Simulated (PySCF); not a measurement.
A structure optimised at PBE-D3(BJ)/def2-SVP, used in a PySCF frequency run:

```
Cd
S 1 2.3595
C 2 1.8439 1 102.37
H 3 1.1066 2 112.35 1 -62.20
H 3 1.1067 4 109.72 2 -125.75
H 3 1.1075 4 108.18 5 -117.81
S 1 2.3632 3 147.42 4 -54.13
H 7 1.3644 1 92.47 3 -90.94
```
Charge 0, spin multiplicity 1.

Q: Write its SMILES and formula.

A: C[S][Cd][SH], CH4CdS2

Q: What are its rotational constants (standard atomic weights)?

A: 12.565, 1.0331, 0.96732 GHz
